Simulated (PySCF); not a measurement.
Mapped SMILES: `[O:1]=[C:2]=[N:3][c:4]1[cH:5][cH:6][cH:7][c:8]([F:9])[cH:10]1`; H(Xn) means a hydrogen on atom n.

PySCF 2.14 calculation with GIAO PBE0/pcSseg-1 shieldings and structure optimised with GFN2-xTB; one conformer, non-relativistic Hamiltonian, isolated molecule.

Scale: TMS for $^{13}$C (reference shieldings calculated alike).

Problem. Do the $^{13}$C shifts follow the atomic charges (in e)? Tabulate both.

Solution. 
```csv
atoms,hybridisation,δ (ppm),σ para (ppm),Hirshfeld,IAO,Mulliken,ESP-fitted
C8,sp2,173.9,-240,+0.09,+0.30,+0.33,+0.44
C4,sp2,140.0,-208,+0.06,+0.12,+0.14,+0.50
C6,sp2,136.5,-205,-0.04,-0.13,-0.07,-0.03
C5,sp2,127.9,-194,-0.07,-0.19,-0.03,-0.41
C2,sp,126.9,-201,+0.25,+0.53,+0.61,+0.68
C10,sp2,118.1,-183,-0.07,-0.21,-0.10,-0.47
C7,sp2,117.8,-187,-0.07,-0.20,-0.14,-0.38
```

Correlation coefficients of δ with charge over these carbons: Hirshfeld +0.34, IAO +0.48, Mulliken +0.41, ESP-fitted +0.56; with the paramagnetic shielding -0.99. Among the 6 sp2 carbons alone: Hirshfeld +0.90, IAO +0.93, Mulliken +0.95, ESP-fitted +0.82. With so few points, grouped by hybridisation, these coefficients are fragile. Charge is one influence among several: hybridisation and low-lying excitations act through the paramagnetic term.

Shifts are as computed. Against solution values, carbons near 30 ppm lie about +3 ppm off and those near 130 ppm about +5 ppm. Of 1211 compounds with measured shifts, 218 miss one by over three times the rms of a fit or turn the order of signals round; such compounds aren't used in these exercises.
